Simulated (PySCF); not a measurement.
## Orbital levels and atomic charges: C41H54O9

System: C41H54O9 (photoresist piece), SMILES CC[C@H](C[C@@H](C[C@@H](C)c1ccc(OC(=O)OC(C)(C)C)cc1)c1ccc(OC(=O)OC(C)(C)C)cc1)c1ccc(OC(=O)OC(C)(C)C)cc1.

Cartesian coordinates (Å):
```
  1 C    -5.0408    1.7817    0.4362
  2 C    -4.1415    2.5123   -0.5527
  3 C    -2.6619    2.1602   -0.3474
  4 C    -1.7685    2.9676   -1.3005
  5 C    -0.2858    2.8105   -0.9455
  6 C     0.6328    3.4487   -2.0000
  7 C     0.7334    2.6216   -3.2899
  8 C     1.7949    3.2137   -4.2201
  9 C     1.0375    1.1756   -2.9883
 10 C     0.1915    0.1722   -3.4379
 11 C     0.4292   -1.1592   -3.1490
 12 C     1.5425   -1.5020   -2.4003
 13 O     1.8310   -2.8052   -2.0189
 14 C     1.5697   -3.8274   -2.8490
 15 O     1.1859   -3.7298   -3.9798
 16 O     1.8539   -4.9366   -2.1887
 17 C     1.6066   -6.2298   -2.8003
 18 C     2.4728   -6.4076   -4.0469
 19 C     0.1202   -6.3671   -3.1270
 20 C     2.0183   -7.2233   -1.7143
 21 C     2.4038   -0.5134   -1.9419
 22 C     2.1504    0.8111   -2.2369
 23 C     0.0200    3.3947    0.4104
 24 C     0.5254    2.5865    1.4214
 25 C     0.8419    3.1067    2.6629
 26 C     0.6543    4.4579    2.9005
 27 O     0.9555    4.9786    4.1625
 28 C     2.0766    5.7121    4.2478
 29 O     2.8441    5.8878    3.3438
 30 O     2.1578    6.1713    5.4845
 31 C     3.3064    6.9547    5.9070
 32 C     4.5761    6.1105    5.8057
 33 C     2.9943    7.2950    7.3639
 34 C     3.4245    8.2263    5.0683
 35 C     0.1584    5.2839    1.9049
 36 C    -0.1602    4.7479    0.6715
 37 C    -2.4154    0.6817   -0.5213
 38 C    -2.7582    0.0215   -1.6960
 39 C    -2.5482   -1.3370   -1.8389
 40 C    -1.9646   -2.0532   -0.8056
 41 O    -1.7480   -3.4220   -0.9874
 42 C    -2.2983   -4.2527   -0.0890
 43 O    -2.9970   -3.9109    0.8224
 44 O    -1.9440   -5.4888   -0.4121
 45 C    -2.4613   -6.6155    0.3515
 46 C    -3.9848   -6.6613    0.2421
 47 C    -1.8455   -7.8453   -0.3160
 48 C    -2.0118   -6.5183    1.8086
 49 C    -1.5912   -1.4119    0.3634
 50 C    -1.8272   -0.0559    0.4984
 51 H    -6.0814    2.0560    0.2799
 52 H    -4.7689    2.0384    1.4573
 53 H    -4.9433    0.7053    0.3171
 54 H    -4.4447    2.2639   -1.5710
 55 H    -4.2645    3.5902   -0.4244
 56 H    -2.3908    2.4346    0.6780
 57 H    -2.0488    4.0212   -1.2490
 58 H    -1.9338    2.6235   -2.3216
 59 H    -0.0641    1.7395   -0.9092
 60 H     1.6284    3.5547   -1.5654
 61 H     0.2762    4.4502   -2.2471
 62 H    -0.2295    2.6615   -3.8092
 63 H     1.8696    2.6256   -5.1316
 64 H     2.7689    3.2215   -3.7381
 65 H     1.5363    4.2353   -4.4887
 66 H    -0.6789    0.4296   -4.0237
 67 H    -0.2410   -1.9213   -3.5074
 68 H     2.3488   -7.4157   -4.4330
 69 H     2.1815   -5.6970   -4.8154
 70 H     3.5211   -6.2503   -3.8016
 71 H    -0.1016   -7.3956   -3.3990
 72 H    -0.4745   -6.0868   -2.2606
 73 H    -0.1458   -5.7176   -3.9565
 74 H     1.8561   -8.2413   -2.0559
 75 H     1.4333   -7.0455   -0.8164
 76 H     3.0690   -7.0925   -1.4696
 77 H     3.2624   -0.8001   -1.3551
 78 H     2.8281    1.5672   -1.8704
 79 H     0.6879    1.5362    1.2281
 80 H     1.2385    2.4783    3.4454
 81 H     4.7776    5.8571    4.7684
 82 H     4.4616    5.1925    6.3780
 83 H     5.4194    6.6694    6.2013
 84 H     3.8053    7.8748    7.7943
 85 H     2.8634    6.3820    7.9380
 86 H     2.0742    7.8701    7.4214
 87 H     4.2238    8.8474    5.4626
 88 H     2.4927    8.7864    5.1037
 89 H     3.6475    7.9775    4.0345
 90 H     0.0321    6.3381    2.0989
 91 H    -0.5408    5.4009   -0.0990
 92 H    -3.2167    0.5643   -2.5090
 93 H    -2.8369   -1.8522   -2.7421
 94 H    -4.2814   -6.6765   -0.8046
 95 H    -4.3584   -7.5589    0.7269
 96 H    -4.4261   -5.7918    0.7215
 97 H    -2.1859   -8.7435    0.1912
 98 H    -2.1416   -7.8934   -1.3602
 99 H    -0.7615   -7.8001   -0.2642
100 H    -2.4735   -5.6620    2.2921
101 H    -2.3029   -7.4209    2.3386
102 H    -0.9301   -6.4123    1.8599
103 H    -1.1357   -1.9720    1.1649
104 H    -1.5564    0.4360    1.4212
```

Method: PBE0/def2-SVP, gas phase, PySCF, fitting set def2-universal-JFIT up to Ne and JKFIT beyond, grid level 1.

(1) Give the orbital energies near the gap.

(2) Give the partial charges of the non-hydrogen atoms.

Answers

(1) 
```csv
orbital,eV
HOMO-4,-7.40
HOMO-3,-7.06
HOMO-2,-6.91
HOMO-1,-6.85
HOMO,-6.52
LUMO,-0.38
LUMO+1,-0.24
LUMO+2,-0.17
LUMO+3,-0.03
```

(2) 
```tsv
atom	Mulliken	IAO	Hirshfeld
C1	-0.04	-0.41	-0.12
C2	-0.04	-0.24	-0.06
C3	-0.09	-0.10	-0.02
C4	0.08	-0.24	-0.07
C5	-0.09	-0.10	-0.02
C6	0.06	-0.24	-0.07
C7	-0.10	-0.10	-0.01
C8	0.03	-0.40	-0.12
C9	-0.06	0.00	0.01
C10	-0.02	-0.14	-0.05
C11	0.01	-0.16	-0.06
C12	0.18	0.19	0.07
O13	-0.29	-0.31	-0.09
C14	0.40	0.66	0.27
O15	-0.28	-0.49	-0.24
O16	-0.31	-0.34	-0.09
C17	-0.18	0.25	0.11
C18	0.01	-0.43	-0.13
C19	-0.02	-0.43	-0.14
C20	0.01	-0.41	-0.12
C21	-0.02	-0.17	-0.06
C22	-0.03	-0.16	-0.05
C23	-0.03	0.01	0.02
C24	-0.03	-0.15	-0.04
C25	0.00	-0.17	-0.06
C26	0.17	0.19	0.07
O27	-0.30	-0.32	-0.10
C28	0.39	0.65	0.27
O29	-0.28	-0.49	-0.26
O30	-0.31	-0.34	-0.10
C31	-0.17	0.25	0.11
C32	0.01	-0.43	-0.13
C33	0.02	-0.41	-0.12
C34	0.01	-0.43	-0.13
C35	0.01	-0.16	-0.06
C36	-0.03	-0.15	-0.04
C37	-0.05	0.01	0.02
C38	-0.02	-0.15	-0.04
C39	-0.01	-0.16	-0.05
C40	0.18	0.19	0.07
O41	-0.30	-0.32	-0.09
C42	0.41	0.66	0.27
O43	-0.27	-0.49	-0.25
O44	-0.32	-0.34	-0.08
C45	-0.17	0.25	0.11
C46	0.00	-0.43	-0.13
C47	0.01	-0.41	-0.12
C48	0.00	-0.43	-0.13
C49	0.02	-0.16	-0.06
C50	-0.03	-0.15	-0.04
```
